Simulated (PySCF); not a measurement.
**TaN⁺: frontier orbitals**

TPSSh at R = 1.647 Å; Ta def2-TZVPPD with ECP60, N def2-TZVPPD; scalar-relativistic core potentials (PySCF 2.14). State: ²Σ⁺ (doublet), unpaired electrons σ ↑. Only the outer orbitals are listed, counted within each symmetry, core potentials removing the inner ones.

```json
{"spin": "α", "orbital": "1π", "occ.": "1", "ε (eV)": "-47.94", "on Ta (%)": "100", "main shells (%)": "100 Ta p"}
{"spin": "α", "orbital": "1π", "occ.": "1", "ε (eV)": "-47.94", "on Ta (%)": "100", "main shells (%)": "100 Ta p"}
{"spin": "α", "orbital": "3σ", "occ.": "1", "ε (eV)": "-47.61", "on Ta (%)": "94", "main shells (%)": "94 Ta p"}
{"spin": "α", "orbital": "4σ", "occ.": "1", "ε (eV)": "-24.63", "on Ta (%)": "24", "main shells (%)": "75 N s, 12 Ta d"}
{"spin": "α", "orbital": "2π", "occ.": "1", "ε (eV)": "-14.73", "on Ta (%)": "48", "main shells (%)": "51 N p, 47 Ta d"}
{"spin": "α", "orbital": "2π", "occ.": "1", "ε (eV)": "-14.73", "on Ta (%)": "48", "main shells (%)": "51 N p, 47 Ta d"}
{"spin": "α", "orbital": "5σ", "occ.": "1", "ε (eV)": "-13.97", "on Ta (%)": "38", "main shells (%)": "45 N p, 39 Ta d, 17 N s"}
{"spin": "α", "orbital": "6σ", "occ.": "1", "ε (eV)": "-12.35", "on Ta (%)": "97", "main shells (%)": "90 Ta s"}
{"spin": "α", "orbital": "1δ", "occ.": "0", "ε (eV)": "-11.27", "on Ta (%)": "100", "main shells (%)": "100 Ta d"}
{"spin": "α", "orbital": "1δ", "occ.": "0", "ε (eV)": "-11.27", "on Ta (%)": "100", "main shells (%)": "100 Ta d"}
{"spin": "α", "orbital": "3π", "occ.": "0", "ε (eV)": "-8.29", "on Ta (%)": "75", "main shells (%)": "41 Ta p, 34 Ta d, 24 N p"}
{"spin": "β", "orbital": "1π", "occ.": "1", "ε (eV)": "-47.67", "on Ta (%)": "100", "main shells (%)": "100 Ta p"}
{"spin": "β", "orbital": "1π", "occ.": "1", "ε (eV)": "-47.67", "on Ta (%)": "100", "main shells (%)": "100 Ta p"}
{"spin": "β", "orbital": "3σ", "occ.": "1", "ε (eV)": "-47.29", "on Ta (%)": "94", "main shells (%)": "94 Ta p"}
{"spin": "β", "orbital": "4σ", "occ.": "1", "ε (eV)": "-24.73", "on Ta (%)": "23", "main shells (%)": "76 N s, 12 Ta d"}
{"spin": "β", "orbital": "2π", "occ.": "1", "ε (eV)": "-14.67", "on Ta (%)": "43", "main shells (%)": "56 N p, 41 Ta d"}
{"spin": "β", "orbital": "2π", "occ.": "1", "ε (eV)": "-14.67", "on Ta (%)": "43", "main shells (%)": "56 N p, 41 Ta d"}
{"spin": "β", "orbital": "5σ", "occ.": "1", "ε (eV)": "-13.77", "on Ta (%)": "31", "main shells (%)": "51 N p, 32 Ta d, 18 N s"}
{"spin": "β", "orbital": "6σ", "occ.": "0", "ε (eV)": "-10.53", "on Ta (%)": "102", "main shells (%)": "89 Ta s, 11 Ta d"}
{"spin": "β", "orbital": "1δ", "occ.": "0", "ε (eV)": "-10.44", "on Ta (%)": "100", "main shells (%)": "100 Ta d"}
{"spin": "β", "orbital": "1δ", "occ.": "0", "ε (eV)": "-10.44", "on Ta (%)": "100", "main shells (%)": "100 Ta d"}
```

Problem. Which are the highest filled and the lowest empty level, where do they sit, and how wide is the gap?

Solution. Highest filled α 6σ at -12.35 eV (in %: 90 Ta s); lowest empty α 1δ at -11.27 eV (in %: 100 Ta d); the gap at TPSSh is 1.08 eV.

```
bond order (Mayer)                                                                                                : 3.06
⟨S²⟩                                                                                                              : 0.756
charge on Ta (Mulliken, basis-dependent)                                                                          : 1.19
charge on Ta (Löwdin, basis-dependent)                                                                            : 1.25
dipole moment (positive dipole points towards N; it is taken about the centre of mass and depends on that origin) : -3.76 D
```

Shares are Mulliken populations and can fall outside 0 to 100 %.

Spin–orbit coupling is left out. The state is the lowest single determinant that the PBE0 search found; with open d or f shells the true ground state can be another one.
